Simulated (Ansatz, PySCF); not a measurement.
Gas-phase reaction (SMILES): OBO [boronic acid] + [H][H] (H2) → BO (H3BO) [borinic acid] + O (H2O); hydrogen cleaves one B-O bond, a model of a ligand-exchange step.

Each molecule is optimised on its own at B3LYP-D3(BJ)/def2-TZVP (Ansatz, a quantum-chemistry and plane-wave program), one conformer each, not searched for the lowest. Correlated levels leave the core frozen unless marked. No spin-orbit coupling. Non-relativistic. CBS(X,Y): correlation extrapolated as X^-3; Hartree-Fock from the larger set. Thermal terms are rigid-rotor harmonic-oscillator values from B3LYP-D3(BJ) frequencies (Ansatz or PySCF) at 298.15 K and 1 atm. 1 Eh = 627.5095 kcal/mol.

```csv
species,"E, CCSD(T)/CBS(cc-pVTZ,cc-pVQZ) (Ansatz) (Eh)","E, PBE-D3(BJ)/def2-TZVPD (Ansatz + dftd3) (Eh)",H - E (Eh),G - E (Eh)
OBO,-177.04392,-177.08053,0.04694,0.01791
[H][H] (H2),-1.17450,-1.16598,0.01336,-0.00144
BO (H3BO),-101.79827,-101.81992,0.03929,0.01314
O (H2O),-76.37426,-76.38147,0.02495,0.00353
```

Question: Work out ΔE and ΔH, ΔG, ΔS and the equilibrium constant at 298.15 K at the first level, then ΔH at the second.

Answer: 
1. ΔE = [(-101.79827) + (-76.37426)] - [(-177.04392) + (-1.17450)] = 0.04589 Eh = 28.8 kcal/mol at CCSD(T)/CBS(cc-pVTZ,cc-pVQZ).
2. The terms H - E add up to 0.00394 Eh, so ΔH = (0.04589 + (0.00394))×627.5095 = 31.3 kcal/mol.
3. The terms G - E add up to 0.00020 Eh, so ΔG = 28.9 kcal/mol, and ΔS = (0.00394 - (0.00020))×627509.5/298.15 = 7.9 cal/(mol K).
4. log10 K = -ΔG/(RT ln 10) = -21.2, with RT ln 10 = 1.3642 kcal/mol.
5. At PBE-D3(BJ)/def2-TZVPD the same steps give ΔE = 28.3 and ΔH = 30.8 kcal/mol, a shift of -0.5 from the first level.
6. These values are not checked against measurement here, since the tables used lack a sound gas-phase enthalpy of formation for at least one species.
